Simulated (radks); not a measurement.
Results of a calculation; reference values are marked as such.
Isoelectronic series with 32 electrons, all held in the configuration [Ar] 3d10 4s2 4p2, which need not be the ground one along the series. Level of theory: scalar-relativistic Kohn-Sham, PBE, spin-polarised, spherical densities, finite nucleus; open shells are filled with parallel spins first (spin-orbit coupling, left out, can overturn this in heavy ions); Fermi nuclear charge, rms radius of each element as measured or else 0.836 A^(1/3) + 0.57 fm (a radial shooting solver on a logarithmic mesh with Libxc functionals). Total energies (hartree) and orbital eigenvalues (Ry) (* marks an orbital that is empty in some or all of the ions):

ion,E (hartree),4p down*,4p up,4s down,4s up,3d down
Ge,-2098.84784,-0.21257,-0.32448,-0.79076,-0.89882,-2.13215
Br3+,-2603.89195,-2.82197,-3.00859,-3.87644,-4.06074,-7.70040
Sr6+,-3169.33560,-6.88111,-7.12449,-8.41285,-8.65516,-15.68771
Nb9+,-3795.58596,-12.21388,-12.50841,-14.24263,-14.53723,-25.85635
Ru12+,-4483.30602,-18.76886,-19.11194,-21.32618,-21.67033,-38.12941
Ag15+,-5233.31831,-26.52601,-26.91624,-29.65386,-30.04602,-52.47208
Sn18+,-6046.56435,-35.47812,-35.91467,-39.22906,-39.66827,-68.86667
I21+,-6924.11372,-45.62458,-46.10696,-50.06270,-50.54834,-87.30406
Ba24+,-7867.1593,-56.96873,-57.49665,-62.17099,-62.70268,-107.7801
Pr27+,-8877.0297,-69.51665,-70.08997,-75.57456,-76.15202,-130.2937
Sm30+,-9955.1562,-83.27647,-83.89513,-90.29770,-90.92078,-154.8461
Tb33+,-11103.2378,-98.25795,-98.92195,-106.3694,-107.0380,-181.4399
Er36+,-12322.9424,-114.4724,-115.1818,-123.8214,-124.5354,-210.0795
Lu39+,-13616.3321,-131.9323,-132.6873,-142.6909,-143.4503,-240.7696
W42+,-14985.6662,-150.6515,-151.4521,-163.0201,-163.8249,-273.5162
Ir45+,-16433.2906,-170.6451,-171.4916,-184.8552,-185.7053,-308.3261
Hg48+,-17961.9068,-191.9293,-192.8218,-208.2486,-209.1440,-345.2067
